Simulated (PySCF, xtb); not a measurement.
5-ethenylidene-2H-furan (C6H6O), SMILES C=C=C1C=CCO1.

GFN2-xTB (xtb) at its own geometry gives an orbital gap of 3.13 eV and a dipole moment of 1.57 D.

Geometry: PBE-D3(BJ)/def2-SVP. Other conformers were not sampled.

What does PBE/def2-TZVP run with PySCF give? (Estimate from the structure and the level; the computed values follow.)

gap 3.24 eV (levels -4.85 and -1.61 eV), dipole 1.82 D.
